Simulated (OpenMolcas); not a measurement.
Ni2+ in CaF2

Ni2+ with its 8 nearest fluoride ions at 2.212 Å, on the Ca site of CaF2 (a = 5.46294 Å, distance in the model lattice 2.366 Å). The rest of the host is ab initio model potentials to 7.6 Å and point charges beyond; the distance is set by hand and nothing relaxes. Ligand basis ANO-RCC-VDZP.

```
Program             : OpenMolcas
Method              : CASSCF
Basis               : ANO-RCC-VDZP [5s4p2d1f]
Scalar Hamiltonian  : DKH2, point nucleus
Active space        : 8 electrons in 5 orbitals (3d)
State averaging     : 2S+1 = 3 even, 10 roots; 2S+1 = 1 even, 15 roots
Spin-orbit coupling : RASSI with atomic mean-field integrals over the reference wave functions
```

The lowest spin-free states (labels of O, the rotations of Oh), above the lowest:

```
State  Degeneracy  E (cm-1)  Free-ion L (%)
  3T1           3       0.0         F (100)
  3T2           3      2539         F (100)
  3A2           1      5647         F (100)
  1T2           3     16853          D (97)
   1E           2     17869          D (91)
  3T1           3     21229         P (100)
  1T2           3     25830          G (97)
  1T1           3     27260         G (100)
  1A1           1     27661          G (99)
   1E           2     27792          G (91)
  1A1           1     63047          S (99)
```

The lowest levels with spin-orbit coupling:

```tsv
E (cm-1)	Degeneracy	Label	2S+1
0.0	1	A1	3
367.9	3	T1	3
973.6	2	E	3
1329	3	T2	3
3535	3	T1	3
3594	3	T2	3
3881	2	E	3
3909	1	A2	3
6918	3	T2	3
17763	3	T2	1
18661	2	E	1
22126	3	T2	3
22205	2	E	3
22594	3	T1	3
22863	1	A1	3
26884	3	T2	1
28306	3	T1	1
28708	1	A1	1
28854	2	E	1
64142	1	A1	1
```

Powder χT (cm3 K/mol): 0.0271 at 2 K, 0.135 at 10 K, 0.676 at 50 K, 1.33 at 100 K, 2.22 at 200 K, 2.59 at 300 K. The effective moment at 300 K is 2.828 √(χT) = 4.55 μB.

The lowest level has 2S+1 = 3, for which the spin-only value is χT = S(S+1) / 2 = 1.000 cm3 K/mol (g = 2). The computed 2.592 at 300 K differs by +1.592, through orbital momentum, spin-orbit coupling and any other state in reach. With a threefold ground state the orbital momentum is unquenched, so the spin-only value is not expected to hold.

Metal share of the active 3d orbitals (Löwdin): 97, 97, 97, 99, 99 %; Mulliken charge of the metal 1.59.

A least-squares ligand-field fit to the states below 45000 cm-1, each weighted by its degeneracy and with a free common offset, gives 10Dq = -3022 cm-1 (negative for this site), B = 1279 cm-1 and C = 4708 cm-1 (C/B = 3.68), with an rms deviation of 47 cm-1.

An orbital triplet at a regular site is open to Jahn-Teller coupling, which can distort the site and quench the lowest spin-orbit gaps and is left out. Without dynamic correlation the repulsion within the d shell is too large (B by tens of per cent), so at a given field states of lower spin stand too high. Ligand-to-metal charge-transfer states are missing. With no ligand orbital active B as a rule stays too high, so bands that hang on it stand too high and its fall with covalency is understated. With metal d orbitals alone and no dynamic correlation 10Dq can be off by a tenth to a fifth, either way, in oxide and fluoride hosts. No measured value stands beside these numbers; the geometry was set by hand and not optimised.

The RASSCF and RASSI steps took 20 s on 1 thread of Arm Neoverse V1, on a shared host; the integral step is not counted.
